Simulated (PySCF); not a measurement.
Dipole moment and polarisability of `CC(C)S(=O)(=O)c1ccccc1`

Compound: C9H12O2S.
Numbering: `[CH3:1][CH:2]([CH3:3])[S:4](=[O:5])(=[O:6])[c:7]1[cH:8][cH:9][cH:10][cH:11][cH:12]1` (hydrogens: H13, H14, H15 on C1; H16 on C2; H17, H18, H19 on C3; H20 on C8; H21 on C9; H22 on C10; H23 on C11; H24 on C12)

Structure used (PBE0-D3(BJ)/def2-SVP), in Å, numbered top down from 1:
```xyz
24
C9H12O2S angstrom
C     -2.2310    0.3025    1.4524
C     -2.3040   -0.0003   -0.0308
C     -3.6258   -0.6113   -0.4692
S     -1.0084   -1.1822   -0.5107
O     -1.0767   -2.3151    0.4161
O     -1.1283   -1.3811   -1.9563
C      0.5284   -0.3273   -0.2117
C      1.2133   -0.5614    0.9785
C      2.4184    0.1018    1.1999
C      2.9208    0.9767    0.2364
C      2.2320    1.1872   -0.9591
C      1.0286    0.5268   -1.1933
H     -1.2675    0.7503    1.7365
H     -3.0262    1.0128    1.7248
H     -2.3727   -0.6196    2.0346
H     -2.0773    0.8940   -0.6348
H     -4.4455    0.0922   -0.2615
H     -3.6167   -0.8383   -1.5436
H     -3.8175   -1.5435    0.0832
H      0.8025   -1.2703    1.7006
H      2.9718   -0.0713    2.1254
H      3.8670    1.4932    0.4142
H      2.6409    1.8591   -1.7171
H      0.4835    0.6468   -2.1320
```

Level: CAM-B3LYP/def2-SVPD (PySCF), static field, nuclei fixed, core orbitals frozen in the response. The polarisability tensor in these axes (au):

```
x   155.51  20.11   7.39
y    20.11 110.01  -6.57
z     7.39  -6.57 123.23
```

Q: What are the eigenvalues, a third of the trace, and Δα (Δα² = ½Σ(αi − αj)² over the three pairs)?

A: Principal values 99.16, 125.92 and 163.66 au; mean 129.58 au = 19.20 Å³ = 21.36 × 10⁻⁴⁰ C²·m²/J; Δα = 56.13 au (43 % of the mean).

Q: What is the dipole moment, and where does it point?

A: (1.04, 4.70, 1.95) D, 5.20 D in size, pointing from the negative to the positive side. Measured along this direction, the outermost atoms are O6, O5 and H19 at the negative end and H22 at the positive end.

Q: Form Σ f/ω² (atomic units) for the 10 lowest TDDFT singlets, given as eV and f, and set it beside the mean polarisability, which is this sum over all singlets: 5.38, 0.0092; 6.00, 0.0513; 6.18, 0.0174; 6.82, 0.1118; 6.90, 0.1826; 6.99, 0.7150; 7.06, 0.2302; 7.36, 0.0210; 7.43, 0.0104; 7.47, 0.0143.

A: They add up to 21.13 au, 16.3 % of the 129.58 au; the largest single term is 10.85 au, from the state at 6.99 eV. Terms in order: 0.24, 1.06, 0.34, 1.78, 2.84, 10.85, 3.42, 0.29, 0.14, 0.19 au. Higher excitations give the rest. The strengths listed sum to 1.363.

Q: Rayleigh depolarisation ratio (linearly polarised light, static tensor)?

A: ρ = 3Δα²/(45ᾱ² + 4Δα²) = 9452.9/(755604 + 12603.9) = 0.0123.

Q: Estimate the molar refractivity from the static electronic polarisability.

A: Lorentz–Lorenz: R = (4π/3)N_A α = 2.5225 cm³/(mol·Å³) × 19.20 Å³ = 48.4 cm³/mol, in the limit of long wavelengths.

Q: Find the Langevin capture rate constant for O2+ (31.990 u) meeting this molecule (184.056 u), k = 2.342 × 10⁻⁹ cm³/s × √(α in Å³ / reduced mass in u).

A: The reduced mass is 27.25 u, so k = 1.97 × 10⁻⁹ cm³/s. The formula leaves out the permanent dipole, which adds to the capture rate.

Q: Along which axes do the principal values lie, and how far do the nuclei extend along each?

A: Largest value along (0.93, 0.34, 0.12), where the nuclei span 8.32 Å; middle along (0.02, -0.36, 0.93), 4.32 Å; least along (-0.36, 0.87, 0.35), 4.04 Å. The response follows the extents in order.

The structure is a single PBE0-D3(BJ)/def2-SVP conformer in the gas phase; no vibrational or solvent corrections.
